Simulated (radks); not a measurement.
Spherical quantum dot in the effective-mass picture: electrons in a hard-walled sphere of radius 4.67, all in effective atomic units (hartree* = m*/eps^2 hartree, bohr* = eps/m* bohr), one dielectric constant everywhere. Calculated with a radial shooting solver with Libxc functionals: non-relativistic Kohn-Sham, LDA (Slater exchange, Perdew-Wang correlation), spin-polarised, spherical densities. Levels are named by radial order and angular momentum (1s, 1p, 1d, 2s, ...), and open shells are averaged over m.

N = 11, configuration 1s2 1p6 1d(up 3, down 0). This is the lowest configuration that the search found. Occupied and some empty levels:

| level | occupation | eigenvalue (hartree*) | <r> (bohr*) |
|---|---|---|---|
| 1s up | 1 | 3.1852 | 2.998 |
| 1s down | 1 | 3.2253 | 2.978 |
| 1p up | 3 | 3.3202 | 3.159 |
| 1p down | 3 | 3.3628 | 3.151 |
| 1d up | 3 | 3.5438 | 3.288 |
| 1d down | 0 | 3.5878 | 3.285 |
| 1f up | 0 | 3.8432 | 3.392 |
| 1f down | 0 | 3.8878 | 3.391 |
| 2s up | 0 | 3.9695 | 2.132 |
| 2s down | 0 | 3.9889 | 2.133 |
| 2p up | 0 | 4.3745 | 2.465 |
| 2p down | 0 | 4.3998 | 2.460 |

Energy (hartree*): total 20.5960, kinetic 6.3424, external 0, Hartree 17.480, exchange-correlation -3.2263.

Electron density:

| r (bohr*) | n(r) (e/bohr*^3) |
|---|---|
| 0.245 | 0.004805 |
| 0.478 | 0.005603 |
| 0.711 | 0.006985 |
| 0.943 | 0.009041 |
| 1.18 | 0.01188 |
| 1.41 | 0.01561 |
| 1.64 | 0.02026 |
| 1.87 | 0.02583 |
| 2.11 | 0.03206 |
| 2.34 | 0.03857 |
| 2.57 | 0.04457 |
| 2.80 | 0.04903 |
| 3.04 | 0.05079 |
| 3.27 | 0.04878 |
| 3.50 | 0.04256 |
| 3.73 | 0.03264 |
| 3.97 | 0.02093 |
| 4.20 | 0.01001 |
| 4.43 | 0.002559 |
| 4.67 | 6.008e-06 |
